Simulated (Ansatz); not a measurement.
Computed with Ansatz on PBE0-D4/def2-TZVP structures; ΔE is electronic, products minus reactants. CBS: MP2 limit from def2 TZ/QZ plus the TZ coupled-cluster correction, frozen cores. This one scheme is used for every species, atoms too. DFT in def2-TZVPP. No spin–orbit coupling; open shells (•) take unrestricted orbitals. Each species was taken in one conformer, which may not be the lowest.

`COBO` → `CO[B]O`• + H•  (homolysis of the B–H bond)

`COBO`:

Cartesian coordinates in Å:
```
C 1.227 0.556 -0.157
O 0.240 -0.452 -0.171
B -1.040 -0.201 0.199
O -1.953 -1.203 0.171
H 0.816 1.517 0.164
H 1.645 0.663 -1.160
H 2.029 0.266 0.526
H -1.394 0.888 0.553
H -1.570 -2.034 -0.126
```

`CO[B]O`•:

Z-matrix (Å, degrees):
```
C
O 1 1.415
H 1 1.092 2 111.3
H 1 1.091 2 108.9 3 -120.7
H 1 1.091 2 108.8 3 120.6
B 2 1.345 1 122.7 3 0.6
O 6 1.345 2 123.4 1 180.0
H 7 0.967 6 113.4 2 0.0
```

CCSD(T)/CBS gives +113.8 kcal/mol.

Question: Another level gave +112.3 kcal/mol. Which?
A. MP2/def2-TZVPP
B. r2SCAN-D4/def2-TZVPP
C. CCSD(T)/def2-TZVPP
D. HF/def2-TZVPP

Answer: C. CCSD(T)/def2-TZVPP 112.3, r2SCAN-D4 107.6, HF/def2-TZVPP 90.4, MP2/def2-TZVPP 109.9 kcal/mol.

Largest T1 diagnostic among the species: 0.014.

From PBE to PBE0 (25 % exact exchange), in def2-TZVPP and without D4, ΔE moves by +1.1 kcal/mol. In def2-TZVPP, CCSD(T) changes the Hartree–Fock value by +22.0 kcal/mol (the triples alone add +0.2 kcal/mol) and MP2 by +19.5 kcal/mol; breaking electron pairs costs correlation energy, which Hartree–Fock lacks.
